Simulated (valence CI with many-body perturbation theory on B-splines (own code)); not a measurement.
Results of a calculation; reference values are marked as such.
Level structure of Tm XXXVIII

Level of theory: configuration interaction combined with many-body perturbation theory (CI+MBPT): four valence electrons over a frozen Dirac-Fock core [Ar] 3d10, radial functions for each j: 11 s, 11 p, 10 d, 8 f, 5 g, 2 h, with the one-electron correlation potential Σ1, the two-electron term Σ2, the three-electron term Σ3, Breit, model QED; selected CI, second order for the rest, scaled by the run's own slope (own B-spline code, finite nucleus).

No measured spectrum was set against this ion. As an estimate, large intervals hold to a few tenths of a per cent, small ones and those within an open d or f shell to about a per cent. Among the levels kept, up to 390 cm⁻¹ of a level comes from second order outside the variational space, and about a tenth of that is noise between levels of different J, which matters for small intervals.

Levels 46 to 90 of 189, with energies above the lowest level, (4s^2 4p1/2^2) J=0. "Leading %" is the weight of the configuration and term that name the level; weights of strongly mixed levels are sums over their largest components and can fall short. In the jj column 3d3/2^4 stands for four electrons in 3d with j = 3/2.

| No. | Configuration | Term | J | E (× 10³ cm⁻¹) | Leading % | g | Second component | Leading jj |
| --- | --- | --- | --- | --- | --- | --- | --- | --- |
| 46 | 4s 4p2 4d | 3P | 2 | 2891.2 | 28 | 1.256 | 20 % 4s 4p2 4d 5D | 4s 4p1/2 4p3/2 4d5/2 (77 %) |
| 47 | 4s 4p2 4d | 5P | 1 | 2893.8 | 22 | 1.339 | 17 % 4s 4p2 4d 1P | 4s 4p1/2 4p3/2 4d3/2 (60 %) |
| 48 | 4p4 | 3P | 1 | 2910.3 | 30 | 1.138 | 26 % 4s 4p2 4d 3D | 4s 4p1/2 4p3/2 4d3/2 (35 %) |
| 49 | 4s 4p2 4d | 3F | 3 | 2932.2 | 30 | 1.249 | 27 % 4s 4p2 4d 5D | 4s 4p1/2 4p3/2 4d5/2 (73 %) |
| 50 | 4s 4p2 4d | 3F | 2 | 2943.4 | 16 | 1.041 | 16 % 4s2 4p 4f 3F | 4s 4p1/2 4p3/2 4d3/2 (34 %) |
| 51 | 4s 4p2 4d | 1D | 2 | 2955.9 | 23 | 1.173 | 16 % 4p4 3P | 4s 4p1/2 4p3/2 4d5/2 (47 %) |
| 52 | 4s 4p2 4d | 3D | 3 | 2965.5 | 39 | 1.291 | 15 % 4s2 4p 4f 3D | 4s 4p1/2 4p3/2 4d5/2 (71 %) |
| 53 | 4s 4p2 4d | 3F | 4 | 2965.8 | 20 | 1.178 | 16 % 4s2 4p 4f 3G | 4s 4p1/2 4p3/2 4d5/2 (56 %) |
| 54 | 4s 4p2 4d | 3D | 1 | 2971.0 | 51 | 0.936 | 17 % 4s 4p2 4d 3P | 4s 4p1/2 4p3/2 4d3/2 (83 %) |
| 55 | 4s 4p2 4d | 3D | 3 | 2997.2 | 46 | 1.199 | 33 % 4s 4p2 4d 3F | 4s 4p1/2 4p3/2 4d5/2 (74 %) |
| 56 | 4s 4p2 4d | 1G | 4 | 3000.6 | 52 | 1.100 | 26 % 4s 4p2 4d 3F | 4s 4p1/2 4p3/2 4d5/2 (84 %) |
| 57 | 4s 4p2 4d | 3P | 0 | 3004.6 | 84 |  | 6 % 4s2 4d2 3P | 4s 4p1/2 4p3/2 4d3/2 (76 %) |
| 58 | 4s2 4p 4f | 3G | 3 | 3022.7 | 39 | 0.931 | 18 % 4s 4p2 4d 1F | 4s^2 4p1/2 4f5/2 (55 %) |
| 59 | 4s 4p2 4d | 3D | 1 | 3040.2 | 64 | 0.722 | 13 % 4s 4p2 4d 1P | 4s 4p1/2 4p3/2 4d5/2 (90 %) |
| 60 | 4s 4p2 4d | 3P | 2 | 3074.6 | 17 | 1.083 | 16 % 4s 4p2 4d 3F | 4s 4p1/2 4p3/2 4d5/2 (31 %) |
| 61 | 4s 4p2 4d | 3P | 1 | 3085.7 | 38 | 1.405 | 29 % 4s 4p2 4d 3S | 4s 4p1/2 4p3/2 4d5/2 (92 %) |
| 62 | 4s 4p2 4d | 3D | 2 | 3093.9 | 47 | 1.160 | 19 % 4s 4p2 4d 1D | 4s 4p1/2 4p3/2 4d5/2 (84 %) |
| 63 | 4s 4p2 4d | 3G | 3 | 3094.6 | 19 | 0.999 | 15 % 4s2 4p 4f 3G | 4s 4p1/2 4p3/2 4d5/2 (50 %) |
| 64 | 4s 4p2 4d | 1S | 0 | 3095.9 | 41 |  | 41 % 4s 4p2 4d 3P | 4s 4p1/2 4p3/2 4d5/2 (73 %) |
| 65 | 4s 4p2 4d | 3G | 4 | 3100.9 | 22 | 1.104 | 22 % 4s2 4p 4f 3G | 4s^2 4p1/2 4f7/2 (55 %) |
| 66 | 4s 4p2 4d | 3F | 2 | 3129.6 | 23 | 0.988 | 22 % 4p4 1D | 4s 4p1/2 4p3/2 4d5/2 (32 %) |
| 67 | 4s2 4p 4f | 3D | 3 | 3139.0 | 19 | 1.157 | 18 % 4s 4p2 4d 3F | 4s 4p1/2 4p3/2 4d5/2 (50 %) |
| 68 | 4p4 | 1D | 2 | 3156.1 | 18 | 1.065 | 14 % 4s 4p2 4d 3D | 4s 4p1/2 4p3/2 4d5/2 (50 %) |
| 69 | 4p4 | 3P | 1 | 3158.3 | 46 | 1.274 | 31 % 4s 4p2 4d 1P | 4p1/2 4p3/2^3 (46 %) |
| 70 | 4s 4p2 4d | 3D | 2 | 3333.3 | 25 | 1.364 | 23 % 4s 4p2 4d 5P | 4s 4p3/2^2 4d3/2 (81 %) |
| 71 | 4s 4p2 4d | 5P | 1 | 3335.6 | 31 | 1.708 | 24 % 4s 4p2 4d 3P | 4s 4p3/2^2 4d3/2 (80 %) |
| 72 | 4s 4p2 4d | 3D | 3 | 3336.3 | 20 | 1.296 | 19 % 4s 4p2 4d 5D | 4s 4p3/2^2 4d3/2 (70 %) |
| 73 | 4s 4p2 4d | 3F | 4 | 3345.9 | 32 | 1.322 | 28 % 4s 4p2 4d 5D | 4s 4p3/2^2 4d5/2 (48 %) |
| 74 | 4s2 4d2 | 3F | 2 | 3364.2 | 50 | 0.878 | 20 % 4s2 4d2 1D | 4s^2 4d3/2^2 (74 %) |
| 75 | 4s2 4d2 | 3P | 0 | 3382.4 | 35 |  | 35 % 4s 4p2 4d 3P | 4s 4p3/2^2 4d5/2 (37 %) |
| 76 | 4s 4p2 4d | 5F | 5 | 3383.3 | 49 | 1.295 | 42 % 4s 4p2 4d 3G | 4s 4p3/2^2 4d5/2 (89 %) |
| 77 | 4s 4p2 4d | 3F | 4 | 3385.3 | 44 | 1.186 | 12 % 4s2 4d2 1G | 4s 4p3/2^2 4d3/2 (39 %) |
| 78 | 4s 4p2 4d | 3P | 0 | 3412.9 | 19 |  | 18 % 4s2 4d2 1S | 4s 4p3/2^2 4d5/2 (35 %) |
| 79 | 4s2 4p 4f | 1F | 3 | 3425.4 | 18 | 0.986 | 17 % 4s 4p2 4d 1F | 4s^2 4p3/2 4f5/2 (46 %) |
| 80 | 4s2 4d2 | 1G | 4 | 3445.5 | 32 | 1.097 | 28 % 4s2 4p 4f 3G | 4s^2 4d3/2 4d5/2 (39 %) |
| 81 | 4s 4p2 4d | 3D | 1 | 3456.1 | 53 | 0.550 | 26 % 4s2 4p 4f 3D | 4s 4p3/2^2 4d3/2 (69 %) |
| 82 | 4s2 4p 4f | 3D | 2 | 3459.9 | 20 | 0.946 | 17 % 4s2 4p 4f 3F | 4s^2 4p3/2 4f5/2 (41 %) |
| 83 | 4s 4p2 4d | 3D | 1 | 3479.0 | 31 | 0.942 | 16 % 4s 4p2 4d 3P | 4s 4p3/2^2 4d3/2 (54 %) |
| 84 | 4s2 4d2 | 3F | 3 | 3479.5 | 58 | 1.155 | 13 % 4s 4p2 4d 3D | 4s^2 4d3/2 4d5/2 (58 %) |
| 85 | 4s 4p2 4d | 3D | 2 | 3482.0 | 26 | 1.187 | 21 % 4s2 4d2 3P | 4s 4p3/2^2 4d3/2 (42 %) |
| 86 | 4s 4p2 4d | 3D | 3 | 3502.4 | 20 | 1.224 | 20 % 4s2 4p 4f 3D | 4s 4p3/2^2 4d5/2 (52 %) |
| 87 | 4s2 4d2 | 1D | 2 | 3503.7 | 27 | 1.203 | 13 % 4s 4p2 4d 3D | 4s 4p3/2^2 4d5/2 (40 %) |
| 88 | 4s 4p2 4d | 3S | 1 | 3513.0 | 27 | 1.667 | 17 % 4s2 4d2 3P | 4s 4p3/2^2 4d5/2 (66 %) |
| 89 | 4s 4p2 4d | 3P | 0 | 3517.1 | 46 |  | 21 % 4s2 4d2 3P | 4s 4p3/2^2 4d3/2 (49 %) |
| 90 | 4s2 4p 4f | 3F | 4 | 3542.7 | 24 | 1.140 | 21 % 4s2 4p 4f 1G | 4s^2 4p3/2 4f7/2 (41 %) |
